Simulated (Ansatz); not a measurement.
Frontier orbitals of C$_{3}$H$_{9}$Cl$_{3}$InP (`C[P+](C)(C)[In-]([Cl])([Cl])[Cl]`).

```xyz
17

C    -1.1919   -0.4503   -1.3638
P    -0.0026   -0.1356   -0.0381
C     1.6061   -0.7023   -0.6392
C    -0.4559   -1.2230    1.3340
In    0.0410    2.3502    0.6615
Cl    0.6842    3.3786   -1.3470
Cl   -2.1841    2.6750    1.3310
Cl    1.6463    2.3131    2.3723
H    -1.1985   -1.5043   -1.6494
H    -2.1865   -0.1559   -1.0244
H    -0.9294    0.1622   -2.2281
H     2.3482   -0.5628    0.1489
H     1.5732   -1.7545   -0.9300
H     1.8983   -0.0936   -1.4968
H     0.2643   -1.0909    2.1434
H    -0.4705   -2.2698    1.0229
H    -1.4424   -0.9363    1.7026
```

Charge 0, multiplicity 1. Correlated methods include outer-core shells of In, which these sets cover unevenly. In: def2 effective core potential. The structure was optimised at the PBE0-D4/def2-TZVP level. It is one conformer, not always the lowest. Basis def2-TZVPP, Ansatz 0.2.0.

```json
{"functional": "ωB97M-V", "HOMO (eV)": "-10.10", "LUMO (eV)": "0.73"}
```

Question: Give HOMO and LUMO (eV) with LDA (SPW92), PBE, revPBE, BLYP, r2SCAN, B97M-V, PBE0, B3LYP, r2SCANh, r2SCAN0, HSE06 (plane-wave form), BHLYP, CAM-B3LYP, LC-ωPBE, ωB97X-V, HF. (An estimate is asked.)

Answer: Ansatz gave: 
```
             functional    HOMO   LUMO
            LDA (SPW92)   -6.89  -2.41
                    PBE   -6.76  -2.08
                 revPBE   -6.71  -1.96
                   BLYP   -6.61  -2.03
                 r2SCAN   -7.07  -1.83
                 B97M-V   -7.15  -1.80
                   PBE0   -8.01  -1.17
                  B3LYP   -7.78  -1.48
                r2SCANh   -7.52  -1.51
                r2SCAN0   -8.20  -1.03
HSE06 (plane-wave form)   -7.61  -1.54
                  BHLYP   -9.13  -0.23
              CAM-B3LYP   -9.29  -0.20
                LC-ωPBE  -10.61   1.06
                ωB97X-V  -10.27   0.91
                     HF  -10.86   2.29
```

B3LYP here is the variant with VWN-RPA as its local correlation; programs differ in this. LC-ωPBE has ω = 0.4 bohr⁻¹. Positive LUMOs are unbound and depend on the basis.
